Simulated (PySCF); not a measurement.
# How methods differ on the ionisation energy of He+

He+ 1s1 (2S) → He(2+) (bare nucleus), as a difference of total energies. Calculation: PySCF 2.14, in aug-cc-pVTZ-DK (4s3p2d, 23 functions); scalar relativity by spin-free X2C-1e. The calculations carry no spin-orbit coupling.

```tsv
method	ionisation energy (eV)	difference from reference (eV)
UHF	54.396	-0.022
LDA	52.821	-1.597
PBE	54.238	-0.180
PBE0	54.316	-0.102
r2SCAN	54.408	-0.010
revPBE	54.484	+0.066
r2SCAN0	54.404	-0.014
wB97X	54.355	-0.063
BHandHLYP	54.333	-0.085
```

Reference: 54.418 eV (theoretical estimate listed by NIST; NIST Atomic Spectra Database, ionization energies).
